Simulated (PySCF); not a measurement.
`FC(F)([C@]1(N[SiH2]NC1)C)F`. Computed geometry: GFN2-xTB, gas phase.

```
atom  x, y, z in Å
C1    -1.6090   -0.9777   -0.6395
C2    -0.4666   -0.1373   -0.0641
C3    -1.0549    0.7646    1.0382
F4    -1.6906    0.0676    1.9972
F5    -1.9625    1.6258    0.5390
F6    -0.1393    1.5137    1.6619
C7     0.6453   -1.0080    0.5440
N8     1.8676   -0.2517    0.4504
Si9    1.8330    0.9614   -0.7637
N10    0.1579    0.6710   -1.0722
H11   -2.4113   -0.3337   -0.9938
H12   -1.2317   -1.5576   -1.4770
H13   -2.0041   -1.6501    0.1181
H14    0.4170   -1.2469    1.5892
H15    0.6983   -1.9503   -0.0180
H16    2.6848   -0.7426    0.7652
H17    2.1985    2.2390   -0.1575
H18    2.5176    0.6807   -2.0266
H19   -0.4597    1.3414   -1.4983
```

Problem. What is the longest distance between nuclei?

Solution. F4···H18, 5.85 Å; the next longest distance is 5.73 Å.

Problem. Work out the bond lengths C1–H11, C1–H13, C2–C7, C2–N10, C3–F6, C7–H14, Si9–H18 in Å.

Solution. For C1–H11 the difference vector is (-0.8023, 0.6440, -0.3543) Å, of length 1.0881 Å. C1–H11 1.088; C1–H13 1.087; C2–C7 1.538; C2–N10 1.435; C3–F6 1.337; C7–H14 1.096; Si9–H18 1.464 Å.

Problem. Where is the centre of mass (commonest isotopes), and what is the radius of gyration?

Solution. Mass 170.049 u; centre at (-0.116, 0.436, 0.332) Å; Rg = √(Σ m r²/M) = 2.000 Å. As Ia + Ib + Ic = 2 Σ m r², the three principal moments sum to 1360.2 u·Å².

Problem. How far apart are these pairs, which share no bond: C2···H11, C7···H18, N8···H17, H11···H13, H14···H19?

Solution. C2···H11 2.164 Å (2 bonds apart); C7···H18 3.601 Å (3 bonds apart); N8···H17 2.585 Å (2 bonds apart); H11···H13 1.771 Å (2 bonds apart); H14···H19 4.123 Å (4 bonds apart).

Problem. Give the dihedral angles N8–Si9–N10–C2, C7–C2–C3–F5, H14–C7–N8–Si9, H11–C1–C2–N10, H16–N8–Si9–H18.

Solution. N8–Si9–N10–C2 13° (synperiplanar); C7–C2–C3–F5 175° (antiperiplanar); H14–C7–N8–Si9 -143° (anticlinal); H11–C1–C2–N10 -65° (synclinal); H16–N8–Si9–H18 49° (synclinal). Dihedral signs follow IUPAC: positive where, seen along the central bond, the front bond turns clockwise onto the rear one.

Problem. What is the repulsion energy of the bare nuclei, Σ ZA·ZB/RAB?

Solution. 738.42 Eh over 171 pairs, with full nuclear charges and distances in bohr; the largest single term is 30.21 Eh (N8 with Si9).

Problem. What are the angles C1–C2–C3, C2–C3–F5, C2–C3–F6, Si9–N8–H16, N8–Si9–H17, C2–N10–Si9?

Solution. From the scalar product of the two bond vectors; for C1–C2–C3 it is -0.7201 Å² over 1.5305 × 1.5410 Å², cos θ = -0.3053. C1–C2–C3 107.8°; C2–C3–F5 111.5°; C2–C3–F6 113.6°; Si9–N8–H16 125.7°; N8–Si9–H17 108.6°; C2–N10–Si9 113.0°.

Problem. Write the matrix of distances between heavy atoms (Å, lower triangle).

Solution. 
```
C1    0.000
C2    1.531  0.000
C3    2.481  1.541  0.000
F4    2.838  2.406  1.345  0.000
F5    2.880  2.390  1.347  2.151  0.000
F6    3.696  2.411  1.337  2.147  2.144  0.000
C7    2.546  1.538  2.505  2.954  3.706  2.868  0.000
N8    3.715  2.393  3.150  3.893  4.266  2.935  1.440  0.000
Si9   3.953  2.643  3.410  4.565  4.067  3.175  2.646  1.717  0.000
N10   2.455  1.435  2.436  3.633  2.829  2.876  2.381  2.468  1.728  0.000
```

Whether it is a minimum is left open (no frequencies). The numbers are those of one conformer.
